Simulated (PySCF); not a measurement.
Electronic structure of Br(2+) (bromine, charge +2) at the B3LYP level

Configuration: [Ar] 3d10 4s2 4p3, high-spin 4S determinant. Calculation: PySCF 2.14, in cc-pVDZ-PP with ECP10MDF; a scalar-relativistic core potential.

| Item | Value |
| --- | --- |
| Total energy | -415.6346 hartree |
| One-electron energy | -708.4344 hartree |
| Hartree (Coulomb) energy | 323.3365 hartree |
| Exchange-correlation energy | -30.5367 hartree |
| ⟨S²⟩ | 3.7502 |
| ⟨L²⟩ | 0.000 |
| Sum of ⟨r⟩ | 19.09 bohr |
| Sum of ⟨r²⟩ | 24.67 bohr² |
| Time after the integrals | 0.2 s of wall time on 1 thread of Neoverse-V2 (shared host) |

| shell | electrons | mean orbital energy (eV) | rms radius, mean of both spins (bohr) |
| --- | --- | --- | --- |
| 3s α | 1 | -259.46 | 0.593 |
| 3s β | 1 | -258.99 | 0.593 |
| 3p α | 3 | -203.94 | 0.612 |
| 3p β | 3 | -203.43 | 0.612 |
| 3d α | 5 | -95.686 | 0.645 |
| 3d β | 5 | -95.182 | 0.645 |
| 4s α | 1 | -45.070 | 1.70 |
| 4s β | 1 | -41.185 | 1.70 |
| 4p α | 3 | -30.507 | 1.98 |

Energies and moments cover only the electrons outside the core potential.
